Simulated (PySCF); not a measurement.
## Correlation energy of Cl (chlorine, neutral)

[Ne] 3s2 3p5, 2P determinant. All numbers are calculated (PySCF 2.14, scalar relativity by spin-free X2C-1e, in x2c-TZVPPall with one added diffuse shell each of s, p, d type (6s6p4d1f, 51 functions)). Frozen: [Ne]; 7 electrons correlated.

```tsv
level	correlation energy (mhartree)
CCSD	-182.97
(T)	-6.01
CCSD(T)	-188.98
```

Diagnostics: T1 = 0.0073, D1 = 0.0242, largest double amplitude 0.040.

Task: Is a single reference adequate?

Result: Yes: T1 lies below 0.03 and no double amplitude reaches 0.07.
